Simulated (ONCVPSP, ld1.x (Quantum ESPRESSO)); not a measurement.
## Pseudopotentials across the periodic table

Generated with ld1.x 7.5 (TM, RRKJ, ultrasoft, PAW), atompaw 4.2 or ONCVPSP 4.0.1. The cutoff is in Ry: for ld1.x and atompaw files where the sum of valence levels is converged to 10 mRy in a Bessel basis, for ONCV files where the hardest occupied wave has 1 mHa per electron of residual kinetic energy. The error is the largest all-electron minus pseudo excitation energy over each file’s own four to seven test configurations (ionisations up to +4, promotions, holes and added fractions of an electron), all of which were solved. The labels leave out finer settings (local radius, basis sizes, second energies), which also bear on the numbers. Spin-polarised tests are not counted. The rows are a selection from randomly drawn settings: files with unsolved tests, undetermined cutoffs or missed reference levels are left out.

A true bound ghost makes a file unfit for plane-wave use even where its test errors are small: the radial tests pick states by their node count and pass the ghost by.

| element | potential | cutoff (Ry) | largest error (meV) | bound ghosts |
| --- | --- | --- | --- | --- |
| B | TM, PBE, scalar-relativistic, rc 1.10/2.65/2.20 (spd), local p, core correction yes, reference 2s2 2p1 | 21 | +156 | none |
| Al | TM, PBE, scalar-relativistic, rc 2.30/1.75/1.70 (spd), local s, core correction no, reference 3s2 3p0.75 | 10 | +30 | none |
| Tc | ONCV, Wu-Cohen, fully relativistic, rc 1.40/1.15/1.60 (spd), local smoothed, core correction yes, reference 4s2 4p6 4d5 5s2, qcut 8.5/6.3/5.6, projectors 2/2/3 | 248 | -28 | d5/2, d3/2 |
| Rh | TM, Wu–Cohen, non-relativistic, rc 2.45/1.85/1.90 (spd), local d, core correction yes, reference 4p6 4d6 5s0 5p0 | 50 | +93 | s |
| Sn | TM, PBE, fully relativistic, rc 2.15/2.50/1.90 (spd), local s, core correction yes, reference 5s2 5p2 | 18 | -326 | d3/2, d5/2 |
| Ta | RRKJ, PBEsol, scalar-relativistic, rc 2.35/1.75/1.75 (spd), local s, core correction no, reference 5p6 5d3 6s1.5 6p0 | 45 | -448 | none |
| Bi | TM semilocal, PBE, scalar-relativistic, rc 1.60/2.05/1.10 (spd), local d, core correction yes, reference 5d10 6s2 6p3 | 90 | -120 | none |

Task: Fill in the row for Hg: PAW, Wu–Cohen, scalar-relativistic, rc 2.55/2.85/1.85 (spd), local smoothed, core correction yes, reference 5d10 6s1 6p1.

Result: cutoff 35 Ry, largest error +234 meV, bound ghosts: none.

Task: Fill in the row for Si: ultrasoft, PBE, scalar-relativistic, rc 1.45/1.90/1.45 (spd), local smoothed, core correction yes, reference 3s1.75 3p2.25.

Result: cutoff 15 Ry, largest error -1.7 meV, bound ghosts: none.

Task: Fill in the row for Se: RRKJ, LDA (PZ), scalar-relativistic, rc 1.50/1.90 (sp), local smoothed, core correction yes, reference 4s2 4p4.

Result: cutoff 55 Ry, largest error -79 meV, bound ghosts: s.
